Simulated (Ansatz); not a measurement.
CH3F2NSi, SMILES `C=N[SiH](F)F`, charge 0, multiplicity 1.

Task: Give a relaxed structure at PBE0-D4/def2-TZVP (Ansatz 0.2.0). (Estimate.)

Result: Computed: 
```xyz
8

C    -1.245    0.491    0.743
N    -0.437    0.687   -0.201
Si    0.936   -0.250   -0.606
F     1.108   -1.527    0.327
F     0.739   -0.789   -2.080
H    -2.083    1.180    0.902
H    -1.177   -0.348    1.450
H     2.160    0.556   -0.535
```
